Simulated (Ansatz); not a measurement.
Geometry optimisation, Ansatz, RKS B3LYP-D4/def2-SVP.

input.yaml

```yaml
crystal:
  periodic: [false, false, false]
  atoms:
    - { symbol: Al, position_ang: [-0.26727, 0.047638, 0.53849] }
    - { symbol: "N", position_ang: [0.543391, -0.143313, -1.127757] }
    - { symbol: O, position_ang: [-1.639427, 0.989587, 0.148005] }
    - { symbol: H, position_ang: [-1.519123, 0.927664, -0.815201] }
    - { symbol: O, position_ang: [0.099293, -0.620587, 2.045153] }
    - { symbol: H, position_ang: [0.579459, 0.659061, -1.752733] }
    - { symbol: H, position_ang: [1.322015, -0.756776, -1.354384] }
    - { symbol: H, position_ang: [0.881762, -1.103374, 2.318427] }
basis:
  gaussian: { orbitals: def2-SVP }
hamiltonian:
  xc: b3lyp
  dispersion: d4
relax:
  f_tol: 0.03
  max_steps: 50
```

Launched with:

```bash
$ ansatz run input.yaml --threads 2 --pin off --max-ram 3072MiB --backend cpu --events-out ev --progress --plain --runs-dir out
```

Q: Where does it end, and by what steps?

A: The forces met the threshold. After 7 steps the energy has fallen by 0.458 eV; H4 moved furthest, 0.77 Å.

```json
{"step": "0", "energy less start (eV)": "0.0000", "largest force component (eV/Å)": "1.517", "accepted": "yes"}
{"step": "1", "energy less start (eV)": "-0.1820", "largest force component (eV/Å)": "0.959", "accepted": "yes"}
{"step": "2", "energy less start (eV)": "-0.3035", "largest force component (eV/Å)": "1.472", "accepted": "yes"}
{"step": "3", "energy less start (eV)": "-0.4140", "largest force component (eV/Å)": "0.536", "accepted": "yes"}
{"step": "4", "energy less start (eV)": "-0.4495", "largest force component (eV/Å)": "0.387", "accepted": "yes"}
{"step": "5", "energy less start (eV)": "-0.4545", "largest force component (eV/Å)": "0.084", "accepted": "yes"}
{"step": "6", "energy less start (eV)": "-0.4579", "largest force component (eV/Å)": "0.039", "accepted": "yes"}
{"step": "7", "energy less start (eV)": "-0.4583", "largest force component (eV/Å)": "0.004", "accepted": "yes"}
```

```xyz
8
Properties=species:S:1:pos:R:3
Al -0.266 0.050 0.344
N 0.811 -0.154 -1.049
O -1.718 0.929 0.255
H -2.094 1.353 -0.519
O 0.077 -0.619 1.868
H 0.658 0.242 -1.971
H 1.676 -0.684 -1.049
H 0.856 -1.117 2.122
```

Time of the run: 13 s on 2 threads of Arm Neoverse V1, with other jobs on the host, peak memory 0.15 GiB.
